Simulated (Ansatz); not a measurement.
Cost and result for the atomization energy of `CN[SiH](N)S` (13 atoms, 12 bonds).

Z-matrix (Å, degrees):
```
C
N 1 1.447
H 1 1.094 2 111.1
H 1 1.097 2 113.3 3 121.9
H 1 1.093 2 109.4 3 -118.1
Si 2 1.705 1 124.0 3 148.2
H 2 1.009 1 113.5 3 -59.6
S 6 2.154 2 119.6 1 81.6
N 6 1.704 2 106.0 1 -163.6
H 6 1.489 2 104.4 1 -35.8
H 8 1.342 6 93.8 2 -94.5
H 9 1.006 6 120.7 2 46.6
H 9 1.006 6 120.8 2 -162.4
```

The species carries charge 0 and has multiplicity 1. The structure was optimised at the PBE0-D4/def2-TZVP level. It is one conformer, not always the lowest. Program: Ansatz. All runs use 4 threads of an Arm Neoverse V1 on a shared host. Times are those of one run each, without the atoms' runs, and a repeat can differ threefold. Electronic energies, without spin–orbit coupling; frozen cores. CCSD(T)/CBS adds CCSD(T) − MP2 in def2-TZVPP to the MP2 limit, and its time is that of the two runs behind it. T1 = 0.010. B3LYP takes the VWN-RPA correlation (the form of Gaussian; ORCA's B3LYP/G).

CCSD(T)/CBS is a level of theory with its own doubt, some kJ/mol a heavy atom from the limit and from the frozen cores, so smaller differences don't rank the functionals.

```json
{"level": "PBE-D4/def2-TZVPP (with forces)", "functions": "289", "wall time": "3.1 s", "atomization (kJ/mol)": "4623.6", "difference from CCSD(T)/CBS": "61.4", "per bond": "5.1"}
{"level": "PBE0-D4/def2-TZVPP", "functions": "289", "wall time": "4 s", "atomization (kJ/mol)": "4549.8", "difference from CCSD(T)/CBS": "-12.4", "per bond": "-1.0"}
{"level": "r2SCAN-D4/def2-TZVPP (with forces)", "functions": "289", "wall time": "6 s", "atomization (kJ/mol)": "4543.4", "difference from CCSD(T)/CBS": "-18.8", "per bond": "-1.6"}
{"level": "B3LYP-D4/def2-TZVPP (with forces)", "functions": "289", "wall time": "6.5 s", "atomization (kJ/mol)": "4569.3", "difference from CCSD(T)/CBS": "7.1", "per bond": "0.6"}
{"level": "B2PLYP/def2-TZVPP", "functions": "289", "wall time": "7 s", "atomization (kJ/mol)": "4502.2", "difference from CCSD(T)/CBS": "-60.0", "per bond": "-5.0"}
{"level": "ωB97X-V/def2-TZVPP", "functions": "289", "wall time": "10 s", "atomization (kJ/mol)": "4587.0", "difference from CCSD(T)/CBS": "24.8", "per bond": "2.1"}
{"level": "ωB97M-V/def2-TZVPP (with forces)", "functions": "289", "wall time": "14 s", "atomization (kJ/mol)": "4585.9", "difference from CCSD(T)/CBS": "23.7", "per bond": "2.0"}
{"level": "MP2/def2-QZVPP", "functions": "551", "wall time": "29 s", "atomization (kJ/mol)": "4544.7", "difference from CCSD(T)/CBS": "-17.5", "per bond": "-1.5"}
{"level": "CCSD(T)/def2-TZVPP", "functions": "289", "wall time": "4.1 min", "atomization (kJ/mol)": "4417.2", "difference from CCSD(T)/CBS": "-145.0", "per bond": "-12.1"}
{"level": "CCSD(T)/CBS(def2)", "functions": "–", "wall time": "4.5 min", "atomization (kJ/mol)": "4562.2", "difference from CCSD(T)/CBS": "0.0", "per bond": "0.0"}
```

The D4 term adds +47.3 kJ/mol with B3LYP and +25.1 kJ/mol with PBE0; it sums over pairs of atoms, weighted by their polarisabilities, and B3LYP, whose exchange is more repulsive, gets the larger term. In def2-TZVPP, CCSD(T) changes the Hartree–Fock value by +1210.1 kJ/mol (the triples alone add +64.9 kJ/mol) and MP2 by +1251.0 kJ/mol; breaking electron pairs costs correlation energy, which Hartree–Fock lacks. From PBE to PBE0 (25 % exact exchange), in def2-TZVPP and without D4, the atomization energy moves by −69.4 kJ/mol: exact exchange takes away binding that semilocal exchange gives to molecules.
